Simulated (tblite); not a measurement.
Start geometry of `NCC([SiH3])([SiH3])[SiH2]OC=O` from a force field or distance geometry (Å):
```
atom  x, y, z in Å
N1    -1.7540   -1.3234   -1.3561
C2    -0.4864   -0.6470   -1.1448
C3    -0.4082    0.1599    0.1713
Si4   -0.4967   -0.7745    1.7611
Si5   -1.6877    1.5286    0.3653
Si6    1.2052    1.1364    0.3358
O7     2.5836    0.2064    0.3512
C8     3.1215   -0.3644   -0.7416
O9     2.6683   -0.3551   -1.8782
H10   -1.8795   -2.1079   -0.7103
H11   -1.7704   -1.7345   -2.2920
H12   -0.3083   -0.0031   -1.9999
H13    0.2967   -1.4185   -1.1507
H14   -1.7532   -1.5592    1.8706
H15    0.5953   -1.7782    1.8104
H16   -0.3738    0.0713    2.9926
H17   -1.4482    2.3726    1.5660
H18   -3.0662    0.9884    0.4923
H19   -1.6592    2.4389   -0.8137
H20    1.2363    1.9405    1.5944
H21    1.3287    2.1264   -0.7609
H22    4.0456   -0.8840   -0.4638
```

What comes out of this run: tblite 0.8.0, GFN2-xTB geometry optimisation, gas phase?

```
atom  x, y, z in Å
N1    -1.914   -0.740   -1.254
C2    -0.477   -0.533   -1.131
C3    -0.283    0.228    0.185
Si4   -0.183   -0.988    1.647
Si5   -1.886    1.286    0.241
Si6    1.249    1.332    0.171
O7     2.662    0.459    0.459
C8     3.103   -0.494   -0.308
O9     2.604   -0.864   -1.331
H10   -2.213   -1.495   -0.648
H11   -2.185   -0.971   -2.204
H12   -0.165    0.085   -1.978
H13    0.105   -1.463   -1.178
H14   -1.356   -1.875    1.656
H15    0.995   -1.857    1.510
H16   -0.121   -0.267    2.916
H17   -1.612    2.365    1.212
H18   -3.054    0.574    0.751
H19   -2.126    1.940   -1.040
H20    1.392    2.212    1.324
H21    1.426    2.026   -1.104
H22    4.028   -0.941    0.102
```

The energy falls by 0.603 eV over 189 L-BFGS steps, the largest force on an atom goes from 2.69 to 0.008 eV/Å, and the atoms move by 0.486 Å rms after alignment. The bond that changes most is C3–Si4 (sp3 carbon bound to silicon to SiH3 silicon), which lengthens by 0.058 Å. Bonds longer at the end by more than 0.005 Å: 5 of 21; shorter: 13. Among the angles that change most is C2–C3–Si5, from 115.6° to 101.1°. Among the dihedrals that turn most is Si4–C3–Si5–H18, from -64° to -35°. Rotational constants go from 1278, 696.9, 629.5 to 1416, 682.4, 664.2 MHz. The orientation of the end geometry is arbitrary; only internal coordinates are fixed.

Hardware: Intel Xeon at 2.50 GHz, one thread, no GPU, shared host with 64 logical CPUs at a one-minute load of 63. Cost: 7.9 s wall.

Its GFN2-xTB frequencies are all real (lowest 28 cm⁻¹). The numbers are those of one conformer. 3 starts were optimised and ended at 0.00, 0.04 and 0.62 kcal/mol (GFN2-xTB); the lowest of these is shown.

All values are computed, not measured.
